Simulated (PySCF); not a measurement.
NbO3, SMILES [O]=[Nb]1[O][O]1 (connectivity only; charge and spin as stated), neutral, multiplicity 2.

Geometry optimised at PBE-D3(BJ)/def2-TZVP. The multiplicity is an assumed one; other spin states were not compared. The def2 effective core potentials stand for the cores of Nb; spin–orbit coupling is left out.

Computed with PySCF with PBE-D3(BJ)/def2-TZVP.

Frequencies are harmonic and unscaled.

```json
[
 {"mode": "1", "ν (cm⁻¹)": "247", "IR (km/mol)": "1.8", "moving atoms (share of kinetic energy)": "O 84 %, Nb 16 %"},
 {"mode": "2", "ν (cm⁻¹)": "254", "IR (km/mol)": "0.2", "moving atoms (share of kinetic energy)": "O 94 %"},
 {"mode": "3", "ν (cm⁻¹)": "556", "IR (km/mol)": "13.7", "moving atoms (share of kinetic energy)": "O 94 %"},
 {"mode": "4", "ν (cm⁻¹)": "614", "IR (km/mol)": "54.5", "moving atoms (share of kinetic energy)": "O 75 %, Nb 25 %"},
 {"mode": "5", "ν (cm⁻¹)": "924", "IR (km/mol)": "109.8", "moving atoms (share of kinetic energy)": "O 97 %"},
 {"mode": "6", "ν (cm⁻¹)": "973", "IR (km/mol)": "154.1", "moving atoms (share of kinetic energy)": "O 85 %, Nb 15 %"}
]
```
